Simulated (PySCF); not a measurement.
# Working out the ionisation energy of Sc

Sc [Ar] 3d1 4s2 (2D) → Sc+ [Ar] 3d1 4s1 (3D). Computed with PySCF 2.14 in 6-31G*, with no relativity, point nucleus. Frozen: [Ar]. Energies in hartree (1 hartree = 27.21139 eV):

```json
{"part": "UHF", "Sc (lower)": "-759.675706", "Sc+ (upper)": "-759.478884"}
{"part": "MP2 opposite-spin", "Sc (lower)": "-0.019354", "Sc+ (upper)": "0.000000"}
{"part": "MP2 same-spin", "Sc (lower)": "-0.001341", "Sc+ (upper)": "-0.001384"}
```

Problem. What does Hartree-Fock give?

Solution. (-759.478884) − (-759.675706) = 0.196822 hartree = 5.356 eV.

Problem. What do MP2 and SCS-MP2 (6/5 opposite-spin, 1/3 same-spin) give?

Solution. The opposite-spin parts differ by 0.527 eV and the same-spin parts by -0.001 eV. MP2: 5.356 + (0.527) + (-0.001) = 5.882 eV. SCS-MP2: 5.356 + 1.2 × (0.527) + (-0.001)/3 = 5.988 eV.

Measured between the centres of the two terms (NIST): 6.562 eV, so MP2 (valence) is off by -0.680 eV.

The calculation is non-relativistic.

What remains against the reference includes basis incompleteness, the frozen core and correlation beyond second order.
